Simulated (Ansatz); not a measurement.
`O[SiH2]N[Si](O)(O)O`, relaxed with RKS PBE0-D4/def2-TZVP in Ansatz 0.2.0 from a GFN2-xTB geometry. The force threshold is 0.005 eV/Å; the program also tests the step.

The species carries charge 0 and has multiplicity 1.

Start:

```xyz
14

O    -2.150    0.322   -0.660
Si   -1.446   -1.132   -0.775
N     0.097   -1.036    0.013
Si    0.942    0.413    0.405
O    -0.151    1.458    1.047
O     2.130    0.041    1.443
O     1.615    1.184   -0.858
H    -1.721    0.970   -0.097
H    -2.229   -2.141   -0.062
H    -1.302   -1.407   -2.206
H     0.615   -1.891    0.090
H    -0.443    1.286    1.938
H     2.996    0.390    1.256
H     1.046    1.541   -1.533
```

Q: By how much does the energy fall, and how many steps does the optimiser take? (An estimate is asked.)

A: The calculation gave: 0.16 eV, in 47 steps, 6 of them rejected.

Q: Which bonds change most? (An estimate is asked.)

A: Ansatz gave: O1–Si2 from 1.620 to 1.643 Å; N3–Si4 from 1.722 to 1.700 Å; Si2–H9 from 1.463 to 1.484 Å; Si2–H10 from 1.464 to 1.482 Å.

Q: Give the relaxed structure. (Estimate.)

A: The calculation gave: 
```xyz
14

O    -2.384    0.077   -1.050
Si   -1.439   -1.186   -0.590
N     0.248   -0.794   -0.577
Si    0.949    0.412    0.394
O    -0.380    1.208    0.947
O     1.807   -0.083    1.692
O     2.005    1.341   -0.448
H    -2.299    0.844   -0.476
H    -1.847   -1.646    0.761
H    -1.638   -2.250   -1.602
H     0.831   -1.264   -1.253
H    -0.309    1.581    1.828
H     2.751    0.076    1.663
H     1.705    1.683   -1.291
```
